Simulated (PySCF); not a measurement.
C2H9NSi2, SMILES [SiH3]N1C[SiH2]C1.

Geometry optimised at B3LYP-D3(BJ)/def2-SVP. The structure was generated by enumeration, and PubChem lists no compound with its InChIKey, so it may never have been made.

Two levels are set side by side: PBE/def2-TZVP (PySCF) and PBE0/def2-TZVP (PySCF). Same geometry, gas phase. Differences are taken from unrounded values.

```
quantity                      PBE0
---------------------------  -----
orbital gap (eV)              6.33
highest occupied level (eV)  -6.39
lowest empty level (eV)      -0.06
dipole moment (D)             0.98
mean polarisability (bohr³)   83.9
```

Task: What does PBE give, and how far is it from PBE0? (The exact figures need the calculation; the answer reports its results.)

Result: 
```
quantity                       PBE  PBE minus PBE0
---------------------------  -----  --------------
orbital gap (eV)              4.21           -2.12
highest occupied level (eV)  -5.10            1.28
lowest empty level (eV)      -0.90           -0.84
dipole moment (D)             0.91           -0.07
mean polarisability (bohr³)   87.4             3.5
```

PBE's occupied levels lie high since its potential decays too fast outside the molecule; exact exchange lowers them and widens the gap. PBE's more diffuse valence density responds more strongly to a field. Differences between two approximate levels are no errors against the true value.

Rough cost on one machine, each run with all the roots and properties that it gave: PBE0 against PBE within a factor of 2.
